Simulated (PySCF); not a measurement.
A PySCF script (with the pyscf-properties extension) for the NMR shieldings of `CC1(C)OBOC1(C)C`, C₆H₁₃BO₂, on a GFN2-xTB geometry:

```python
import basis_set_exchange as bse
import numpy as np
from pyscf import gto, dft
from pyscf.prop import nmr

atoms = """
C    -1.616595   -0.580296    0.913554
C    -0.736854    0.318852    0.036590
C    -1.330639    0.373071   -1.370085
O    -0.779864    1.626826    0.613180
B     0.405115    1.878127    1.217536
O     1.326706    0.907735    1.013876
C     0.793382   -0.052955    0.098891
C     1.096790   -1.456969    0.619237
C     1.520689    0.148974   -1.236156
H    -1.633210   -1.599993    0.541294
H    -2.629908   -0.185505    0.905848
H    -1.261005   -0.569340    1.940603
H    -1.262622   -0.600411   -1.848010
H    -2.377846    0.656074   -1.295930
H    -0.826667    1.114060   -1.982021
H     0.611329    2.829636    1.851267
H     0.660040   -2.205410   -0.036069
H     0.720170   -1.592551    1.627837
H     2.175049   -1.595042    0.641549
H     1.180423   -0.565163   -1.980208
H     2.586609    0.008868   -1.071637
H     1.368498    1.160797   -1.602777
"""
names = dict.fromkeys(["C", "O", "B", "H"], "pcSseg-1")
basis = {el: gto.basis.parse(bse.get_basis(n, elements=[el], fmt="nwchem")) for el, n in names.items()}
mol = gto.M(atom=atoms, basis=basis, charge=0, verbose=0)
mf = dft.RKS(mol, xc="PBE0")
mf.grids.level = 2
mf.grids.alignment = dft.numint.BLKSIZE   # the property module wants whole blocks of grid points
mf.conv_tol = 1e-9
mf.kernel()

calc = nmr.RKS(mf)   # GIAO
C = mf.mo_coeff
Co = C[:, mf.mo_occ > 0]
resp = mf.gen_response(singlet=True, hermi=2)
def vind(x):   # induced exchange potential for any number of trial vectors
    d = np.einsum("pi,xij,qj->xpq", C, 2 * x.reshape(-1, C.shape[1], Co.shape[1]), Co, optimize=True)
    return np.einsum("xpq,pi,qj->xij", resp(d - d.transpose(0, 2, 1)), C, Co, optimize=True).ravel()
mo1, _ = nmr.rhf.solve_mo1(calc, with_cphf=vind)
sigma = calc.kernel(mo1)
for i, s in enumerate(sigma):   # ppm
    w = np.linalg.eigvalsh((s + s.T) / 2)
    print("%2d %-2s iso %8.1f  s11 %8.1f  s22 %8.1f  s33 %8.1f" % (i, mol.atom_pure_symbol(i), w.mean(), *w))
```

Q: Give the expected output.

A: 
```
 0 C  iso    156.6  s11    142.6  s22    147.0  s33    180.2
 1 C  iso    102.4  s11     76.8  s22     88.9  s33    141.4
 2 C  iso    159.8  s11    145.4  s22    152.0  s33    182.0
 3 O  iso    141.2  s11     25.8  s22    197.7  s33    200.1
 4 B  iso     74.4  s11     64.5  s22     70.3  s33     88.3
 5 O  iso    141.2  s11     26.0  s22    197.8  s33    199.7
 6 C  iso    102.4  s11     76.9  s22     88.9  s33    141.4
 7 C  iso    159.8  s11    145.8  s22    151.6  s33    181.9
 8 C  iso    156.7  s11    142.6  s22    147.4  s33    180.1
 9 H  iso     30.7  s11     26.8  s22     29.1  s33     36.3
10 H  iso     30.3  s11     26.5  s22     28.4  s33     36.0
11 H  iso     30.3  s11     26.2  s22     29.2  s33     35.6
12 H  iso     30.8  s11     27.2  s22     28.8  s33     36.4
13 H  iso     30.3  s11     26.2  s22     28.4  s33     36.2
14 H  iso     30.2  s11     25.4  s22     29.7  s33     35.4
15 H  iso     27.8  s11     25.0  s22     25.9  s33     32.6
16 H  iso     30.8  s11     27.2  s22     28.8  s33     36.4
17 H  iso     30.2  s11     25.4  s22     29.7  s33     35.4
18 H  iso     30.3  s11     26.2  s22     28.4  s33     36.2
19 H  iso     30.8  s11     26.9  s22     29.1  s33     36.3
20 H  iso     30.3  s11     26.6  s22     28.4  s33     36.1
21 H  iso     30.3  s11     26.1  s22     29.3  s33     35.5
```

These numbers come from an equivalent density-fitted implementation of the same equations, which agrees with the script to about 0.01 ppm for H and up to a few tenths of a ppm for heavy atoms, so last digits may differ.

Size and cost of the density-fitted run: 218 basis functions, 68 s wall time on 1 thread of an Arm Neoverse N1, shared host.
